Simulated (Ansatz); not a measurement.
Species: CH$_{7}$Cl$_{2}$NSi$_{2}$ (charge 0, singlet). SMILES: N([Si](Cl)(C)Cl)[SiH3]
Structure (B3LYP-D3(BJ)/def2-TZVP (Ansatz, an electronic-structure program) minimum search):
```xyz
13

C      1.8117    -0.8005    -0.7272
Si     0.4273     0.0229     0.1800
Cl     0.2571     1.9520    -0.5571
Cl     0.8684     0.1638     2.1913
N     -1.0574    -0.8126     0.0659
Si    -1.9178    -1.2711    -1.3719
H      1.9780    -1.8015    -0.3267
H      2.7302    -0.2219    -0.6270
H      1.5727    -0.8830    -1.7888
H     -1.5695    -0.8756     0.9359
H     -0.9711    -1.1244    -2.4982
H     -2.3719    -2.6777    -1.2755
H     -3.1045    -0.4179    -1.6136
```

Property: vertical triplet-singlet gap (E(triplet) - E(singlet); each state is the SCF solution reached for its spin), in kcal/mol. Cores are frozen in the correlated levels unless marked. Open shells are spin-unrestricted. No spin-orbit coupling. No relativistic terms. CBS(X,Y): correlation extrapolated as X^-3; Hartree-Fock from the larger set. The bracket is a focal-point correction in the basis named.

```tsv
level	program	vertical triplet-singlet gap (kcal/mol)
B3LYP/def2-TZVPD	Ansatz	…
PBE0/def2-TZVPD	Ansatz	140.3
BHLYP/def2-TZVPD	Ansatz	147.1
wB97X-V/def2-TZVPD	Ansatz	…
SCS-MP2/aug-cc-pV(D+d)Z	Ansatz	157.2
CCSD/aug-cc-pV(D+d)Z	Ansatz	147.2
CCSD/aug-cc-pV(T+d)Z	Ansatz	…
RI-MP2/CBS(aug-cc-pV(T+d)Z,aug-cc-pV(Q+d)Z)+[CCSD(T)-MP2]/aug-cc-pV(T+d)Z	Ansatz	150.3
```

### Question
What belongs in the gaps?

### Answer

- B3LYP/def2-TZVPD, vertical triplet-singlet gap (kcal/mol): 140.1
- wB97X-V/def2-TZVPD, vertical triplet-singlet gap (kcal/mol): 154.3
- CCSD/aug-cc-pV(T+d)Z, vertical triplet-singlet gap (kcal/mol): 149.1
